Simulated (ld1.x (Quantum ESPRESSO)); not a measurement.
# B (Z = 5), TM: configuration errors across variants

```
Element                 : boron (B)
Generator               : ld1.x (Quantum ESPRESSO) 7.5
Type                    : norm-conserving Troullier–Martins (Kleinman–Bylander form)
Functional              : PBE
Relativity              : scalar-relativistic
Frozen core             : [He]
Valence charge          : 3
Reference configuration : 2s2 2p1
Partial waves           : 2s (bound): rc 1.05 bohr; 2p (bound): rc 2.15 bohr
Local potential         : all-electron potential smoothed inside 1.80 bohr (lloc = -2)
Core correction         : none
```

All-electron excitation energies from the reference (eV): (1) 2s2 2p0 8.220; (2) 2s1 2p0 33.642; (3) 2s2 2p0.5 2.887; (4) 2s0 2p3 11.721; (5) 2s2 2p1.3 -0.738; (6) 2s1 2p2 5.851; (7) 2s1 2p1 14.361.

1 further variants failed, have other tests or too few solved ones, and are left out.

Errors AE − PS in meV (a dash: test not solved or not reliable):

```csv
change,(1),(2),(3),(4),(5),(6),(7),bound ghosts
base,+33,+122,+4.0,+25,+0.3,+8.4,-12,none
wave 2p (bound): rc 2.15 bohr becomes 2p (bound): rc 1.56 bohr,+26,+91,+3.1,+40,+0.3,+12,-4.6,none
core correction a·sin(br)/r model core inside 0.84 bohr,+28,+120,+3.2,+4.1,+0.2,+1.0,-10,none
"all radii scaled by about 1.41 (s 1.48, p 3.02 bohr); local potential all-electron potential smoothed inside 2.52 bohr (lloc = -2)",+100,+322,+14,-55,+1.1,-13,-47,none
local potential all-electron potential smoothed inside 1.45 bohr (lloc = -1),+36,+132,+4.6,+26,+0.4,+8.5,-9.3,none
local potential all-electron potential smoothed inside 1.12 bohr (lloc = -2),+35,+131,+4.6,+26,+0.4,+8.5,-9.3,none
local potential the s channel,+35,+129,+4.5,+26,+0.4,+8.4,-9.6,none
local potential all-electron potential smoothed inside 1.30 bohr (lloc = -1),+36,+132,+4.6,+26,+0.4,+8.6,-9.3,none
core correction a·sin(br)/r model core inside 1.08 bohr,+26,+93,+3.0,+11,+0.2,+1.1,-14,none
wave 2p (bound): rc 2.15 bohr becomes 2p (bound): rc 2.00 bohr,+30,+110,+3.6,+33,+0.3,+10,-8.9,none
local potential all-electron potential smoothed inside 2.40 bohr (lloc = -2),+48,+180,+6.2,+25,+0.5,+8.3,-8.5,none
```

Task: Give the same row for: wave 2s (bound): rc 1.05 bohr becomes 2s (bound): rc 0.90 bohr.

Result: +47, +131, +5.9, +101, +0.5, +21, -8.7; bound ghosts: none.
